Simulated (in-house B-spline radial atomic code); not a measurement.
The numbers below are computed, except where a source is named.
**Correlation energy from the adiabatic connection: −Z/r, Z = 1.3**

Two electrons in a singlet, external potential −Z/r, Z = 1.3 (atomic units). Full CI in B-splines (partial waves to l = 8, correlation up to 0.6 % small) with the density held fixed gives W(λ) = <V_ee>_λ − U, and E_c is the integral of W(λ) − W(0) from 0 to 1.

| λ | W(λ) − W(0) (hartree) |
| --- | --- |
| 0 | 0.00000 |
| 0.02 | -0.00204 |
| 0.05 | -0.00505 |
| 0.12 | -0.01178 |
| 0.25 | -0.02334 |
| 0.4 | -0.03533 |
| 0.6 | -0.04939 |
| 0.8 | -0.06163 |
| 1 | -0.07235 |

Question: Integrate the table by the trapezoid rule.

Answer: The strips give -0.00002, -0.00011, -0.00059, -0.00228, -0.00440, -0.00847, -0.01110, -0.01340, which sum to -0.04037 hartree. The direct value, W(1) − W(0) + T_c with T_c = 0.03186, is -0.04049; the curve is convex, so chords lie above it and the trapezoids fall short in size by 0.29 %.

Question: Now use only three numbers: W(0) = -0.58212, the initial slope W'(0) = -0.1031 (extrapolated from the first points) and the strong-coupling limit of the point-charge-plus-continuum model, W∞ = -0.83669. What do second-order theory and the interpolation W(λ) = W∞ + (W(0) − W∞)/√(1 + 2χλ) of Seidl, Perdew and Levy give?

Answer: Second order keeps the slope alone: E_c = W'(0)/2 = -0.05155, +27 % in size against -0.04049. Matching the slope fixes χ = W'(0)/(W∞ − W(0)) = -0.1031/(-0.25457) = 0.40500. Integrating, with s = √(1 + 2χ) = 1.345360, E_c = −(W(0) − W∞)(s − 1)/(s + 1) = −0.25457 × 0.345360/2.345360 = -0.03749 hartree, -7.4 % in size against the full result. At λ = 1 the formula gives W − W(0) = -0.06535 against -0.07235. Part of the miss can come from the model's W∞.
